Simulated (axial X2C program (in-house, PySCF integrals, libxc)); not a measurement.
SnC⁻ at several levels of theory

All values were computed with an in-house all-electron X2C program for linear molecules (integrals from PySCF). Spin-free means the one-electron spin-free X2C Hamiltonian; two-component (2c) means X2C with spin–orbit coupling and atomic mean-field two-electron Coulomb and Gaunt terms, so the difference of the two also holds small scalar two-electron terms. Basis: Sn dyall-acv3z [12s13p10d5f1g], C dyall-av3z [8s7p3d2f] (cores contracted in-house); Gaussian nuclei, density fitting, unrestricted open shells. Masses: Sn 119.902 u, C 12.000 u.

The run was started with this input:
```json
{"zs": [50, 6], "q": -1, "bas": ["dyall-acv3z", "dyall-av3z"], "levels": ["PBE0", "HF", "PBE50"], "cc": true, "r0": 1.97, "thr": -1.0, "nmax": 90, "npts": 10, "nst": 2, "ntry": 6}
```
```bash
python so2c.py task.json out
```

Keys: zs atomic numbers; q charge; bas basis sets; levels methods; cc coupled cluster on or off; r0 starting distance in Å; thr threshold in hartree for freezing inner shells (an s shell follows its p shell); nmax most natural virtual spinors; npts points on the curve; nst determinants followed; ntry starts of the search. HF also brings MP2.

State, spin-free: M_S = 1/2, Λ = 0 (beyond evenly filled blocks: σα); electrons by block: σα: 13, σβ: 12, π+α: 6, π+β: 6, π-α: 6, π-β: 6, δ+α: 2, δ+β: 2, δ-α: 2, δ-β: 2. Fragments: Sn + C- for PBE0; Sn- + C for HF, CCSD, CCSD(T), PBE50.

State, 2c: Ω = 1/2 (⟨Sz⟩ = 0.50, ⟨Lz⟩ = 0.00 at HF); electrons by block: 1/2: 19, -1/2: 18, 3/2: 8, -3/2: 8, 5/2: 2, -5/2: 2. Fragments: Sn- + C for HF, CCSD, PBE50; Sn + C- for CCSD(T).

| Hamiltonian | level | Re (Å) | ωe (cm⁻¹) | De (eV) | D0 (eV) | k (mdyn/Å) | μ (D) |
| --- | --- | --- | --- | --- | --- | --- | --- |
| spin-free | PBE0 | 1.962 | 663.9 | 3.61 | 3.57 | 2.83 | -4.11 |
| spin-free | HF | 2.134 | 486.8 | n/a | n/a | 1.52 | -2.39 |
| spin-free | CCSD | 1.989 | 651.7 | n/a | n/a | 2.73 | n/a |
| spin-free | CCSD(T) | 1.975 | 695.3 | n/a | n/a | 3.11 | n/a |
| spin-free | PBE50 | 1.989 | 607.5 | n/a | n/a | 2.37 | -3.49 |
| 2c | HF | 2.134 | 485.9 | n/a | n/a | 1.52 | -2.39 |
| 2c | CCSD | 1.989 | 651.5 | n/a | n/a | 2.73 | n/a |
| 2c | CCSD(T) | 1.976 | 694.6 | n/a | n/a | 3.1 | n/a |
| 2c | PBE50 | 1.987 | 608.0 | n/a | n/a | 2.38 | -3.52 |

Correlated methods: 9 electrons correlated (number of frozen shells: Sn 4 s, 3 p, 2 d; C 1 s), 293 virtual spin orbitals or spinors in MP2, 90 natural virtuals in coupled cluster.

Dipoles are positive if C is the positive end and refer to the centre of mass.

The state is a single determinant with fixed occupations, the lowest that a limited PBE0 search found. De is counted from the lowest determinant-based energies of the atoms at the same level, without counterpoise correction. De is not given where an atomic determinant may have missed its ground term or J level, or where the truncated virtual space spoils (T). Density functionals use the spin component along the axis (collinear). CCSD and (T) use frozen natural virtuals with an MP2 correction for the truncation; (T) itself is uncorrected, so its De runs slightly low. PBE0 can misorder states that lie within some tenths of an eV, so this need not be the ground state of the molecule. The nearest other spin-free determinant of the search, M_S = 1/2, Λ = 1, lies 0.31 eV up at the distance of the search. Without a current term, density functionals place determinants with orbital angular momentum somewhat too high. The determinant is spin-polarised beyond a pure state at some levels (its spin-free form has ⟨S²⟩ too high), which makes Re and μ there less reliable. The T1 diagnostic is large, a sign of multireference character. With the outer-core shells frozen, correlated bond lengths of heavy atoms tend to come out a few hundredths of an ångström too long.

No reliable constants came from MP2 (2c), MP2 (spin-free), PBE0 (2c): no minimum in range, unconverged points, a curve that is not smooth, a change of character along it, or the two Hamiltonians disagreeing along it.

Rough cost a point (2c) on 1 thread(s) of a shared host, integrals apart: HF 1.3 s, CCSD(T) 5 s, PBE50 1.7 s.

The whole task took 3.1 min on 1 thread of Arm Neoverse V2, with other jobs on the host.
